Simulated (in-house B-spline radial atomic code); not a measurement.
# Ionising the antimony ion Sb²⁺ with different functionals

Computed with a radial B-spline atomic code at the basis-set limit: scalar-relativistic (spin-free X2C) Hamiltonian, Fermi nucleus of rms radius 4.6802 fm, spin-polarised at highest spin, spherical fractional occupations for the functionals, the average over the highest-spin determinants for Hartree-Fock. The ionisation energy is the difference of two self-consistent energies, [Kr] 4d10 5s2 5p1 → [Kr] 4d10 5s2, without Breit or QED terms; ε is the level of the shell that loses the electron (its least bound occupied spin orbital). There is no spin-orbit coupling in this Hamiltonian.

Hybrids are left out here: with spherical fractional occupations of an open shell their exact exchange keeps a self-interaction that integer-occupation calculations don't have.

```csv
method,rung,ΔSCF (eV),-ε(5p) (eV)
Hartree-Fock,Hartree-Fock,24.04,24.23
LDA VWN5,LDA,?,?
LDA PW92,LDA,24.98,20.75
LDA exchange-only,LDA,23.86,19.73
PBE,GGA,24.66,20.52
PBEsol,GGA,24.71,20.58
BLYP,GGA,24.67,20.41
RPBE,GGA,24.53,20.44
PW91,GGA,24.76,20.60
BP86,GGA,24.84,20.69
AM05,GGA,24.66,20.53
OLYP,GGA,24.39,20.32
TPSS,meta-GGA,?,?
SCAN,meta-GGA,24.68,20.66
r2SCAN,meta-GGA,24.60,20.66
revTPSS,meta-GGA,24.51,20.48
```

Question: What does LDA VWN5 give?

Answer: ΔSCF 24.99 eV, and -ε(5p) = 20.76 eV.

Question: What does TPSS give?

Answer: ΔSCF 24.53 eV, and -ε(5p) = 20.49 eV.

Question: How do they compare with the NIST value?

Answer: NIST lists 25.323 eV (measured, ground level to ground level). Errors run from -1.46 to -0.34 eV; LDA VWN5 is closest (-0.34 eV), but part of that can be cancellation, since the calculations leave out spin-orbit coupling, Breit-QED terms, multiplet and fine-structure energies. Hartree-Fock also lacks correlation.
